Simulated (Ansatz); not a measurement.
CH7NOSSi can be A, `NC(S)O[SiH3]`, or B, `OCN[SiH2]S`.

Gas-phase electronic energies from Ansatz, PBE0-D4/def2-TZVP geometries. CCSD(T)/CBS adds triple-zeta CCSD(T) − MP2 to the extrapolated MP2 energy (def2 sets, frozen cores). Functionals use def2-TZVPP. B3LYP here is the variant with VWN-RPA as its local correlation; programs differ in this. Each species was taken in one conformer, which may not be the lowest.

Question: Which is lower in electronic energy at CCSD(T)/CBS, and by how much? (Best estimate.)

Answer: Computed: B, by 17.5 kcal/mol.

Question: Give E(B) − E(A) in kcal/mol with PBE0-D4, CCSD/def2-TZVPP, B3LYP, PBE-D4, r2SCAN-D4, B2PLYP, ωB97M-V. (An estimate is asked.)

Answer: Computed: PBE0-D4 -18.3, CCSD/def2-TZVPP -16.8, B3LYP -16.6, PBE-D4 -17.8, r2SCAN-D4 -17.2, B2PLYP -16.7, ωB97M-V -17.0. None reverses the order clearly.

Largest T1 diagnostic: 0.012.

In def2-TZVPP, CCSD(T) changes the Hartree–Fock value by −0.9 kcal/mol (the triples alone add +0.1 kcal/mol) and MP2 by −1.5 kcal/mol.
